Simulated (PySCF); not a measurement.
Compound: C3H7AlN2.
Structure used (PBE0-D3(BJ)/def2-SVP), in Å, numbered top down from 1:
```xyz
13
C3H7AlN2 angstrom
C     -3.3090    0.2026   -0.5295
N     -2.0988   -0.0917   -0.4051
Al    -0.8424   -1.3515   -0.7891
N      0.8254   -0.3052   -0.2313
C      1.7644    0.2812    0.0834
C      2.9386    1.0239    0.4815
H     -3.7345    1.1481   -0.1180
H     -4.0712   -0.4273   -1.0491
H     -0.4559   -1.5849   -2.3268
H     -0.7286   -2.5550    0.2594
H      3.4451    1.4255   -0.4077
H      2.6440    1.8557    1.1372
H      3.6300    0.3637    1.0245
```

Theory: PBE0-D3(BJ)/def2-SVP geometry optimisation, gas phase in PySCF.

Masses are those of the commonest isotopes; rigid-rotor values at the optimised geometry. The values belong to one conformer with, in the numbering `[CH2:1]=[N:2][AlH2-:3][N+:4]#[C:5][CH3:6]`, C1–N2–Al3–N4 170°.

Question: What are A, B and C (GHz)?

Answer: Ia = 73.56, Ib = 453.71, Ic = 516.02 u·Å²; 505379 MHz·u·Å²/I gives 6871, 1114 and 979.4 MHz, that is A = 6.8706, B = 1.1139, C = 0.9794 GHz.

Question: What kind of rotor is it?

Answer: A near-prolate asymmetric top; Ray's κ = -0.954.

Question: What does the inertial defect say?

Answer: Not planar: Δ = Ic − Ia − Ib = -11.24 u·Å². For a rigid frame Δ = −2 Σ m c², so Σ m c² = 5.62 u·Å² lies off the ab plane: 5.56 from hydrogen and 0.06 from heavier atoms. The atom farthest from that plane is 1.40 Å away.

Question: Which types of transition are allowed, and where do some lines up to J = 4 fall?

Answer: The dipole components are |μa| = 7.06 D, |μb| = 2.65 D, |μc| = 0.17 D. The squared components, which scale the intensities, stand as 1.00 : 0.14 : 0.00 (a : b : c). Some lines, for components of 0.1 D or more:

| type | branch | J(Ka,Kc) | MHz | lower level (cm⁻¹) |
| --- | --- | --- | --- | --- |
| a | Q | 2(1,1) ← 2(1,2) | 404 | 0.397 |
| b | R | 4(0,4) ← 3(1,3) | 2919 | 0.600 |
| c | Q | 2(1,2) ← 2(0,2) | 5625 | 0.209 |
| b | Q | 1(1,0) ← 1(0,1) | 5891 | 0.070 |
| b | Q | 2(1,1) ← 2(0,2) | 6028 | 0.209 |
| a | R | 3(2,2) ← 2(2,1) | 6280 | 0.987 |
| a | R | 3(2,1) ← 2(2,0) | 6289 | 0.987 |
| b | R | 1(1,1) ← 0(0,0) | 7850 | 0.000 |
| a | R | 4(1,4) ← 3(1,3) | 8099 | 0.600 |
| a | R | 4(3,2) ← 3(3,1) | 8378 | 2.167 |
| c | R | 2(1,1) ← 1(0,1) | 10212 | 0.070 |
| c | Q | 3(2,2) ← 3(1,2) | 17070 | 0.627 |
| b | Q | 3(2,1) ← 3(1,2) | 17081 | 0.627 |
| b | R | 3(2,2) ← 2(1,1) | 23550 | 0.410 |
| c | Q | 4(3,2) ← 4(2,2) | 29093 | 1.476 |
| b | Q | 4(3,2) ← 4(2,3) | 29128 | 1.475 |
| c | R | 4(3,1) ← 3(2,1) | 37487 | 1.196 |
| b | Q | 4(4,1) ← 4(3,2) | 40763 | 2.447 |
| b | R | 4(4,1) ← 3(3,0) | 49141 | 2.167 |
| c | R | 4(4,1) ← 3(3,1) | 49141 | 2.167 |
| b | R | 4(4,0) ← 3(3,1) | 49141 | 2.167 |

Stationary, but not proved a minimum. No vibrational averaging or centrifugal distortion is included, and the geometry carries the error of its method. A rigid rotor knows nothing of internal rotation, which can split or shift real lines. Quadrupole hyperfine structure (14N, 27Al) is left out.

The run took 76 s of wall time on one thread of an Arm Neoverse V2, no GPU, shared host with 96 logical CPUs at a one-minute load of 31, and the process peaked at 0.52 GiB of memory. That covers the optimisation of the geometry.
